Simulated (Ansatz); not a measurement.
Reactions of C$_{2}$H$_{6}$OSi$_{2}$ (`O=C=C([SiH3])[SiH3]`).

Calculated with Ansatz (gas phase, PBE0-D4/def2-TZVP geometries, no zero-point term in ΔE). CCSD(T)/CBS adds triple-zeta CCSD(T) − MP2 to the extrapolated MP2 energy (def2 sets, frozen cores). def2 core potentials past Kr. For Ge, Sn, Zn outer-core shells are correlated without core-valence functions, which leaves a few kJ/mol of doubt a bond. Scalar relativity is left out up to krypton. Each species was taken in one conformer, which may not be the lowest.

Task: Order these by ΔE at CCSD(T)/CBS, lowest first. (Best estimate.)
A. `O=C=C([SiH3])[SiH3]` + `BC(F)[SiH3]` → `BC(F)([SiH3])[SiH3]` + `O=C=C[SiH3]`
B. `O=C=C([SiH3])[SiH3]` + `[OH][Ge][F]` → `[F][Ge][O][SiH3]` + `O=C=C[SiH3]`
C. `O=C=C([SiH3])[SiH3]` + `[NH2][Zn][OH]` → `[NH2][Zn][O][SiH3]` + `O=C=C[SiH3]`
D. `O=C=C([SiH3])[SiH3]` + `[F][GeH]([F])[Cl]` → `[F][Ge]([F])([SiH3])[Cl]` + `O=C=C[SiH3]`
E. `O=C=C([SiH3])[SiH3]` + `[NH2][SnH3]` → `[SiH3][NH][SnH3]` + `O=C=C[SiH3]`

Result: C (-70.8 kJ/mol), B (-58.3 kJ/mol), E (-21.0 kJ/mol), D (+12.0 kJ/mol), A (+29.7 kJ/mol).

Largest T1 diagnostic: 0.017, for `[NH2][Zn][OH]`.
